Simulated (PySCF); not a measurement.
Geometry:
| atom | x (Å) | y (Å) | z (Å) |
| --- | --- | --- | --- |
| C1 | -3.613 | 0.391 | 0.965 |
| C2 | -2.357 | 0.838 | 0.900 |
| C3 | -1.163 | 0.009 | 0.604 |
| C4 | -1.327 | -1.434 | 0.139 |
| C5 | -0.641 | -1.208 | -0.989 |
| Cl6 | -0.128 | -2.214 | -2.276 |
| C7 | -0.344 | 0.249 | -0.726 |
| C8 | 0.843 | 0.563 | 0.178 |
| C9 | 2.246 | 0.895 | -0.159 |
| Si10 | 3.178 | -0.511 | -1.039 |
| C11 | 0.153 | 0.341 | 1.310 |
| H12 | -3.854 | -0.663 | 0.801 |
| H13 | -4.445 | 1.065 | 1.181 |
| H14 | -2.151 | 1.902 | 1.074 |
| H15 | -1.762 | -2.322 | 0.598 |
| H16 | -0.678 | 0.992 | -1.465 |
| H17 | 2.286 | 1.768 | -0.834 |
| H18 | 2.806 | 1.163 | 0.752 |
| H19 | 3.046 | -1.782 | -0.267 |
| H20 | 2.641 | -0.705 | -2.417 |
| H21 | 4.623 | -0.137 | -1.131 |
| H22 | 0.420 | 0.339 | 2.370 |

Geometry: PBE0-D3(BJ)/def2-SVP; GIAO absolute shieldings from PySCF 2.14, gas phase, non-relativistic, averaged over equivalent atoms.

At B97-2/pcSseg-1 (256 basis functions):
```json
{"atoms": "C8", "σ (ppm)": "24.5"}
{"atoms": "C5", "σ (ppm)": "31.8"}
{"atoms": "C2", "σ (ppm)": "42.1"}
{"atoms": "C4", "σ (ppm)": "42.7"}
{"atoms": "C11", "σ (ppm)": "43.4"}
{"atoms": "C1", "σ (ppm)": "62.4"}
{"atoms": "C7", "σ (ppm)": "119.8"}
{"atoms": "C3", "σ (ppm)": "128.3"}
{"atoms": "C9", "σ (ppm)": "168.0"}
{"atoms": "Cl6", "σ (ppm)": "696.6"}
{"atoms": "Si10", "σ (ppm)": "417.9"}
{"atoms": "H15", "σ (ppm)": "24.88"}
{"atoms": "H22", "σ (ppm)": "25.12"}
{"atoms": "H14", "σ (ppm)": "25.25"}
{"atoms": "H13", "σ (ppm)": "25.99"}
{"atoms": "H12", "σ (ppm)": "26.02"}
{"atoms": "H19/H20/H21", "σ (ppm)": "27.48"}
{"atoms": "H16", "σ (ppm)": "28.20"}
{"atoms": "H18", "σ (ppm)": "29.37"}
{"atoms": "H17", "σ (ppm)": "29.70"}
```

Estimate the result of repeating the calculation with PBE0/pcSseg-1.

Results:


```json
{"atoms": "C8", "σ at PBE0/pcSseg-1": "21.6", "change": "-2.9"}
{"atoms": "C5", "σ at PBE0/pcSseg-1": "29.0", "change": "-2.8"}
{"atoms": "C2", "σ at PBE0/pcSseg-1": "39.4", "change": "-2.7"}
{"atoms": "C4", "σ at PBE0/pcSseg-1": "40.1", "change": "-2.6"}
{"atoms": "C11", "σ at PBE0/pcSseg-1": "40.9", "change": "-2.5"}
{"atoms": "C1", "σ at PBE0/pcSseg-1": "59.9", "change": "-2.5"}
{"atoms": "C7", "σ at PBE0/pcSseg-1": "119.7", "change": "-0.1"}
{"atoms": "C3", "σ at PBE0/pcSseg-1": "128.6", "change": "+0.3"}
{"atoms": "C9", "σ at PBE0/pcSseg-1": "168.8", "change": "+0.8"}
{"atoms": "Cl6", "σ at PBE0/pcSseg-1": "694.9", "change": "-1.7"}
{"atoms": "Si10", "σ at PBE0/pcSseg-1": "414.6", "change": "-3.3"}
{"atoms": "H15", "σ at PBE0/pcSseg-1": "24.72", "change": "-0.16"}
{"atoms": "H22", "σ at PBE0/pcSseg-1": "24.98", "change": "-0.14"}
{"atoms": "H14", "σ at PBE0/pcSseg-1": "25.08", "change": "-0.17"}
{"atoms": "H13", "σ at PBE0/pcSseg-1": "25.82", "change": "-0.17"}
{"atoms": "H12", "σ at PBE0/pcSseg-1": "25.85", "change": "-0.17"}
{"atoms": "H19/H20/H21", "σ at PBE0/pcSseg-1": "27.29", "change": "-0.19"}
{"atoms": "H16", "σ at PBE0/pcSseg-1": "28.09", "change": "-0.11"}
{"atoms": "H18", "σ at PBE0/pcSseg-1": "29.24", "change": "-0.13"}
{"atoms": "H17", "σ at PBE0/pcSseg-1": "29.59", "change": "-0.11"}
```

The largest change is at Si10 (silicon bonded to C, 3 H). Cost: 256 basis functions. The order of the carbon signals is the same at both levels.

Carbons that carry Cl, above all several Cl atoms, come out too deshielded, partly because spin–orbit coupling is missing.
